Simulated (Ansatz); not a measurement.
Consider the formal hydrolysis of the Si–C bond: `B[Si](C)(F)Cl` + H₂O → `B[Si](O)(F)Cl` + CH₄.

Gas-phase electronic energies from Ansatz, PBE0-D4/def2-TZVP geometries. CBS: MP2 limit from def2 TZ/QZ plus the TZ coupled-cluster correction, frozen cores. This one scheme is used for every species. DFT in def2-TZVPP. B3LYP here is the variant with VWN-RPA as its local correlation; programs differ in this. One conformer a species, not always the lowest.

Problem. Is it downhill or uphill in electronic energy at CCSD(T)/CBS, and by how much? (Estimate.)

Solution. Ansatz gave: Downhill: ΔE = -109.1 kJ/mol.

Problem. What do these levels give: PBE-D4, ωB97M-V, B2PLYP, PBE0, B3LYP, HF/def2-TZVPP, SCS-MP2/def2-TZVPP, CCSD/def2-TZVPP, CCSD(T)/def2-TZVPP, HF/def2-QZVPP, MP2/def2-QZVPP, MP2/CBS(def2)? (Best estimate.)

Solution. Ansatz gave: PBE-D4 -102.8, ωB97M-V -112.0, B2PLYP -117.9, PBE0 -107.2, B3LYP -118.2, HF/def2-TZVPP -129.7, SCS-MP2/def2-TZVPP -116.2, CCSD/def2-TZVPP -113.9, CCSD(T)/def2-TZVPP -112.0, HF/def2-QZVPP -130.0, MP2/def2-QZVPP -111.3, MP2/CBS(def2) -110.0 kJ/mol.

Largest T1 diagnostic among the species: 0.011.

In def2-TZVPP, CCSD(T) changes the Hartree–Fock value by +17.7 kJ/mol (the triples alone add +1.9 kJ/mol) and MP2 by +16.9 kJ/mol. The D4 term adds +3.3 kJ/mol with B3LYP and +1.9 kJ/mol with PBE0; it sums over pairs of atoms, weighted by their polarisabilities, and B3LYP, whose exchange is more repulsive, gets the larger term.
